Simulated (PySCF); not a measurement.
A small calculation by hand: entropy of an ideal gas

Si(Cl)2(OH)(NH2) (Cl2H3NOSi), SMILES [Si](O)(Cl)(Cl)N.

Geometry: PBE0-D3(BJ)/def2-SVP. This is a generated structure with no PubChem entry under its InChIKey; it may be hypothetical. Other conformers were not sampled.

PBE0-D3(BJ)/def2-SVP in PySCF 2.14.0 gives the harmonic wavenumbers 138, 175, 218, 268, 277, 294, 301, 356, 500, 590, 802, 836, 903, 997, 1523, 3634, 3744, 3930 cm⁻¹ and the rotational temperatures 0.1319, 0.0937, 0.0776 K. The molar mass is 132.02 g/mol, the symmetry number 1, the spin multiplicity 1.

Work out the entropy at 298.15 K and 1 atm in the rigid-rotor, harmonic-oscillator model.


Translation (Sackur–Tetrode at 1 atm): S = R[1.5 ln M + 2.5 ln T − 1.16487] = 169.6 J/(mol K).
Rotation: q = (√π/σ) T^1.5/√(θA θB θC) = 295000, S = R[ln q + 3/2] = 117.2 J/(mol K).
Vibration: with u = 1.4388 ν/T, each mode gives R[u/(e^u − 1) − ln(1 − e^−u)]:
```tsv
ν (cm⁻¹)	modes	u	S (J/(mol K))
138	1	0.67	11.85
175	1	0.84	9.96
218	1	1.05	8.27
268	1	1.29	6.73
277	1	1.34	6.49
294	1	1.42	6.07
301	1	1.45	5.91
356	1	1.72	4.77
500	1	2.41	2.75
590	1	2.85	1.95
802	1	3.87	0.86
836	1	4.03	0.75
903	1	4.36	0.58
997	1	4.81	0.40
1523	1	7.35	0.04
```
The stiffer modes add less than 0.005 each. Sum 67.4 J/(mol K).
Spin: R ln 1 = 0.0 J/(mol K).
Total 354.2 J/(mol K); the program's own thermochemistry gives 354.3. Translation makes up 48 % and vibration 19 %. Anharmonicity, hindered rotation and orbital degeneracy are left out.
